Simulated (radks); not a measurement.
The numbers below are computed, except where a source is named.
Dipole-allowed excitations along the series with 12 electrons in [Ne] 3s2. Level of theory: non-relativistic Kohn-Sham, LB94 model potential, spin-unpolarised, spherical densities, point nucleus (a radial shooting solver on a logarithmic mesh with Libxc functionals). Time-dependent linear response with the Hartree and adiabatic LDA kernel, continuum included through the Sternheimer equations. Lines are the poles of the dipole polarisability below minus the highest occupied eigenvalue, found on a grid refined at the orbital gaps; the lowest seven at most are given, and weak or close lines can be missed. The first line takes the name of the lowest orbital gap if no other gap lies below it; otherwise a line is named after a gap within 0.6 % of it, if that gap stands alone.

\begin{tabular}{lrrrrrr}
species & -e(HOMO) (eV) & lowest orbital gap (eV) & first line (eV) & f & static alpha (bohr^3) & measured (eV) \\ \hline
Mg & 7.863 & 3s-3p 3.693 & 4.615 (3s-3p) & 1.64 & 60.66 & 3s-3p 4.346 \\
Al+ & 19.181 & 3s-3p 5.935 & 7.723 (3s-3p) & 1.71 & 21.67 & 3s-3p 7.421 \\
Si2+ & 33.954 & 3s-3p 8.070 & 10.534 (3s-3p) & 1.57 & 10.75 & - \\
P3+ & 51.988 & 3s-3p 10.153 & 13.215 (3s-3p) & 1.42 & 6.260 & - \\
S4+ & 73.192 & 3s-3p 12.205 & 15.826 (3s-3p) & 1.30 & 4.011 & - \\
Cl5+ & 97.519 & 3s-3p 14.239 & 18.394 (3s-3p) & 1.19 & 2.741 & - \\
\end{tabular}

Measured values: term averages from the NIST Handbook of Basic Atomic Spectroscopic Data.
